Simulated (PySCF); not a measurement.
# Broadened absorption spectrum of C4H8F2O2Si

C4H8F2O2Si.
Structure used (PBE0-D3(BJ)/def2-SVP), in Å, numbered top down from 1:
```xyz
17
C4H8F2O2Si angstrom
F      1.146   -0.004    1.799
C      1.500   -0.808    0.763
F      1.470   -2.083    1.203
C      0.537   -0.630   -0.401
C     -0.893   -1.083   -0.097
C     -1.656   -0.188    0.872
O     -1.689    1.154    0.433
Si    -0.337    1.909   -0.159
O      0.610    0.703   -0.836
H      2.534   -0.550    0.477
H      0.933   -1.267   -1.212
H     -1.436   -1.109   -1.055
H     -0.867   -2.113    0.290
H     -2.698   -0.538    0.947
H     -1.218   -0.247    1.884
H     -0.739    2.844   -1.240
H      0.414    2.637    0.901
```

Computed with TDDFT CAM-B3LYP/def2-SVPD, vertical, gas phase, core orbitals frozen in the response in PySCF 2.14.0, density-fitted response routines.

Computed states:

```csv
state,E (eV),f
S1,7.29,0.0007
S2,7.66,0.0062
S3,8.04,0.0078
S4,8.10,0.0027
S5,8.26,0.016
S6,8.30,0.022
S7,8.33,0.0027
S8,8.62,0.063
S9,8.85,0.018
S10,8.90,0.022
```

Each state is given a Gaussian of 0.3 eV full width at half maximum, with ε(max) = 2.175×10⁸ f / Δν̃ (Δν̃ the width in cm⁻¹). The width is an assumption, not a result. The curve ends short of the highest state used, and states not computed would add to its high-energy end.

Q: What does the envelope look like, and where are its maxima?

A: 
(λ (nm), ε (L mol⁻¹ cm⁻¹)): (149.4, 3984), (150.3, 3864), (151.3, 3374), (152.2, 2760), (153.1, 2148), (154.0, 1623), (154.9, 1199), (155.8, 868), (156.7, 627), (157.6, 484), (158.5, 436), (159.5, 467), (160.4, 524), (161.3, 565), (162.2, 561), (163.1, 505), (164.0, 412), (164.9, 309), (165.8, 217), (166.7, 150), (167.7, 105), (168.6, 85), (169.5, 75), (170.4, 68), (171.3, 60), (172.2, 50), (173.1, 39), (174.0, 28), (174.9, 19), (175.9, 11), (176.8, 6), (177.7, 3), (178.6, 2), (179.5, 1), (180.4, 0), (181.3, 0)

Maxima: 162 nm (7.67 eV), ε about 570, made up of S2 (98%); 150 nm (8.29 eV), ε about 4000, made up of S5 (34%) and S6 (50%) (ε in L mol⁻¹ cm⁻¹; maxima over ε = 5, shares over 10%).

Q: What would ε be at 8.29 eV, the highest of these maxima, with half the width (0.15 eV)?

A: About 6930 L mol⁻¹ cm⁻¹ against 3990, a factor of about 1.7; a lone state at its own centre would give exactly 2.

Q: Coming from long wavelengths, where does ε first pass 100 L mol⁻¹ cm⁻¹?

A: At about 168 nm (7.39 eV), 0.10 eV above S1.

The vertical ionisation energy (ΔSCF) is 10.24 eV, 1.34 eV above S10.

Hardware: one thread, Arm Neoverse V2 (aarch64), shared host. Cost: 5.5 min of wall time, 1.5 GiB resident at most.

One conformer stands for the species.

Without π bonds the low states are Rydberg-like; a valence basis with one diffuse set may place them up to an eV too high.
